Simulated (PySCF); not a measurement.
**Vibration and rotation of RbLi⁺**

UHF-CCSD(T) constants of RbLi⁺, ²Σ⁺ (doublet), unpaired electrons σ ↑ (basis Rb def2-SVPD with ECP28, Li def2-SVPD; scalar-relativistic core potentials; PySCF 2.14; masses 84.9118 and 7.0160 u):

- ωe: 126.1 cm⁻¹
- ωexe: 0.947 cm⁻¹
- Be: 0.15066 cm⁻¹
- αe: 0.00162 cm⁻¹
- De to Rb⁺ + Li: 0.447 eV

Q: What force constant and bond length do these constants imply?

A: Reduced mass μred = 6.4805 u; k = 5.8918×10⁻⁷·μred·ωe² (u, cm⁻¹, mdyn/Å) = 0.0607 mdyn/Å; Re = √(16.8576/(μred·Be)) (u, cm⁻¹, Å) = 4.155 Å.

Q: Estimate the centrifugal constant D from the Kratzer relation and find the Dunham coefficient a1.

A: D = 4Be³/ωe² = 8.6e-07 cm⁻¹; a1 = −1 − αeωe/(6Be²) = -2.50.

Correlated steps freeze no core orbitals. Correlated levels converge slowly with the basis: in double zeta they bind strong bonds too weakly, by up to about 1 eV, and carry superposition errors of some tenths. Spin–orbit coupling is left out. For an ion De counts to the pair picked by the measured ionisation energies or electron affinities, which need not be the lowest pair at this level. The state is the lowest determinant that a PBE0 search found; another state may lie lower at other levels.
